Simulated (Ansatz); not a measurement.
Gas-phase electronic energies from Ansatz, PBE0-D4/def2-TZVP geometries. CCSD(T)/CBS adds triple-zeta CCSD(T) − MP2 to the extrapolated MP2 energy (def2 sets, frozen cores). DFT in def2-TZVPP. Each species was taken in one conformer, which may not be the lowest.

Consider the isomerisation: `O=C([SiH3])BO` → `C[SiH]1OB1O`.

Question: Is it downhill or uphill in electronic energy at CCSD(T)/CBS, and by how much? (Estimate.)

Answer: Ansatz gave: Downhill: ΔE = -2.35 eV.

Question: What do these levels give: r2SCAN-D4, B2PLYP, SCS-MP2/def2-TZVPP, CCSD(T)/def2-TZVPP, SCS-MP2/def2-QZVPP, MP2/CBS(def2)? (Best estimate.)

Answer: Ansatz gave: r2SCAN-D4 -2.46, B2PLYP -2.30, SCS-MP2/def2-TZVPP -2.31, CCSD(T)/def2-TZVPP -2.30, SCS-MP2/def2-QZVPP -2.34, MP2/CBS(def2) -2.54 eV.

Largest T1 diagnostic among the species: 0.016.

In def2-TZVPP, CCSD(T) changes the Hartree–Fock value by −0.24 eV (the triples alone add +0.00 eV) and MP2 by −0.43 eV. From PBE to PBE0 (25 % exact exchange), in def2-TZVPP and without D4, ΔE moves by −0.10 eV.
